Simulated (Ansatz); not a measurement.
Ge(OMe)(SiH3) (CH6GeOSi), SMILES [SiH3][Ge][O]C (connectivity only; charge and spin as stated), neutral, multiplicity 1.

Coordinates come from a B3LYP-D3(BJ)/def2-SVP optimisation. The structure was generated by enumeration; whether it is a known compound was not checked. One conformer was computed; it need not be the lowest.

Two levels are set side by side: PBE/def2-SVPD (Ansatz, a quantum-chemistry and plane-wave program) and CAM-B3LYP/def2-SVPD (Ansatz). Energy differences of separate SCF runs at the same geometry; the states with an electron removed or added have multiplicity 2 and 2. Differences are taken from unrounded values.

| quantity | CAM-B3LYP | PBE | PBE minus CAM-B3LYP |
|---|---|---|---|
| vertical ionisation energy (eV) | 8.34 | 8.17 | -0.17 |
| vertical electron affinity (eV) | 0.84 | 0.78 | -0.06 |
| vertical singlet–triplet gap (eV) | 1.76 | 1.74 | -0.02 |
